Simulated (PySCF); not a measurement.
## Splitting trees

Atoms are numbered as in `[CH3:1][N:2]1[CH2:3][C@H:4]([F:5])[CH:6]=[N:7]1` (H(Xn): hydrogen on atom n). Ha(C3) is cis to F5 on the ring; Hb(C3) is trans to F5 on the ring.

[PySCF: shielding tensors at PBE0/pcSseg-1 (GIAO); J couplings at B3LYP/pcJ-1 (spin–dipole term only in couplings to heteroatoms); coordinates at the GFN2-xTB level; no solvent model; non-relativistic Hamiltonian; averaged over atoms made equivalent by symmetry, fast rotation or ring inversion; one conformer]

Referencing at the same level of theory: 1H (31.72 ppm) and 13C (186.93 ppm) vs TMS.

Spectrometer: 500 MHz for 1H. First-order analysis; couplings under 1 Hz (under 4 Hz in carbon signals) are ignored, and nearly equal couplings are merged; the smaller ones broaden or split the lines further.

(1) What pattern does Ha(C3) show (1H)?

(2) What pattern does H(C1) show (1H)?

(3) What pattern does H(C6) show (1H)?

(4) What pattern does C1 show in the proton-coupled 13C spectrum?

## Answers

(1) A doublet of doublets of doublets at δ 2.96: 54.6 Hz to F5 (1 × 19F, 3 bonds away), 13.6 Hz to Hb(C3) (1 × 1H, 2 bonds away), 7.3 Hz to H(C4) (1 × 1H, 3 bonds away). Lines in Hz from the centre (relative intensity): +37.8 (1), +30.4 (1), +24.1 (1), +16.9 (1), -16.9 (1), -24.1 (1), -30.4 (1), -37.8 (1). The outer lines are 75.5 Hz apart, the sum of the couplings kept, or 0.151 ppm at this field.

(2) A doublet at δ 3.14: 3.2 Hz to F5 (1 × 19F, 5 bonds away). Lines in Hz from the centre (relative intensity): +1.6 (1), -1.6 (1). The outer lines are 3.2 Hz apart, the sum of the couplings kept, or 0.006 ppm at this field.

(3) A doublet of triplets at δ 6.44: 2.7 Hz to F5 (1 × 19F, 3 bonds away), 1.4 Hz to H(C4) and Hb(C3) (2 × 1H, 3 or 4 bonds away). Lines in Hz from the centre (relative intensity): +2.8 (1), +1.4 (2), +0.1 (1), -0.1 (1), -1.4 (2), -2.8 (1). The outer lines are 5.5 Hz apart, the sum of the couplings kept, or 0.011 ppm at this field.

(4) A quartet at δ 41.9: 140.9 Hz to H(C1) (3 × 1H, 1 bond away). Lines in Hz from the centre (relative intensity): +211.3 (1), +70.5 (3), -70.5 (3), -211.3 (1). The outer lines are 422.7 Hz apart, the sum of the couplings kept, or 3.362 ppm at this field.

Unscaled 3J(H,H) at this level run about 10 % above measured values. Vicinal couplings across rotatable single bonds and in flexible rings belong to the one computed conformer; a conformer average would change them.
